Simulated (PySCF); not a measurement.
NTi, doublet, at a GFN2-xTB geometry (such geometries of metal compounds can be far from the true shape). Base run: PBE/aug-cc-pVDZ in PySCF.

Here is a job for PySCF.
```python
from pyscf import gto, scf, dft

mol = gto.M(
    atom='''
Ti   -0.000000   -0.000000   -0.413706
N     0.000000    0.000000    1.300220
''',
    basis='aug-cc-pvdz',
    charge=0,
    spin=1,
    verbose=4,
)

mf = dft.UKS(mol)
mf.xc = 'pbe'
mf.kernel()
```

Each row names what was changed in the base input (with any setting that the change needs).

```json
[
 {"change": "base", "E (Eh)": "-903.86026", "HOMO (eV)": "-4.21", "dipole (D)": "4.84", "<S^2>": "0.772", "core-seconds (rough)": "5"},
 {"change": "functional = b97m_v", "E (Eh)": "-903.89569", "HOMO (eV)": "-4.09", "dipole (D)": "5.53", "<S^2>": "0.829", "core-seconds (rough)": "40"},
 {"change": "functional = pbe0; dispersion = d3zero", "E (Eh)": "-903.84790", "HOMO (eV)": "-5.26", "dipole (D)": "4.25", "<S^2>": "0.883", "core-seconds (rough)": "3"},
 {"change": "functional = wb97x", "E (Eh)": "-904.06980", "HOMO (eV)": "-6.87", "dipole (D)": "4.51", "<S^2>": "0.807", "core-seconds (rough)": "20"},
 {"change": "functional = hse06", "E (Eh)": "-903.87538", "HOMO (eV)": "-4.92", "dipole (D)": "4.27", "<S^2>": "0.885", "core-seconds (rough)": "30"},
 {"change": "functional = bp86", "E (Eh)": "-904.25733", "HOMO (eV)": "-4.33", "dipole (D)": "4.84", "<S^2>": "0.769", "core-seconds (rough)": "4"},
 {"change": "functional = pbe; dispersion = d3bjm", "E (Eh)": "-903.86308", "HOMO (eV)": "-4.21", "dipole (D)": "4.84", "<S^2>": "0.772", "core-seconds (rough)": "5"},
 {"change": "functional = b3lyp5", "E (Eh)": "-904.02473", "HOMO (eV)": "-5.04", "dipole (D)": "4.38", "<S^2>": "0.795", "core-seconds (rough)": "4"},
 {"change": "functional = tpss", "E (Eh)": "-904.18246", "HOMO (eV)": "-4.09", "dipole (D)": "5.24", "<S^2>": "0.780", "core-seconds (rough)": "10"},
 {"change": "functional = lc_wpbe", "E (Eh)": "-903.87194", "HOMO (eV)": "-7.24", "dipole (D)": "4.20", "<S^2>": "0.988", "core-seconds (rough)": "20"},
 {"change": "functional = tpssh", "E (Eh)": "-904.14115", "HOMO (eV)": "-4.76", "dipole (D)": "4.13", "<S^2>": "0.787", "core-seconds (rough)": "10"},
 {"change": "functional = b3lyp; dispersion = d3bjm", "E (Eh)": "-904.13908", "HOMO (eV)": "-5.13", "dipole (D)": "4.38", "<S^2>": "0.793", "core-seconds (rough)": "4"},
 {"change": "functional = pbe; dispersion = d3bj", "E (Eh)": "-903.86113", "HOMO (eV)": "-4.21", "dipole (D)": "4.84", "<S^2>": "0.772", "core-seconds (rough)": "5"}
]
```

Totals shift with the method and basis; they matter in differences.

Open shells are given as the SCF converged; they aren't shown to be the lowest states, and a large step between rows can be another state.
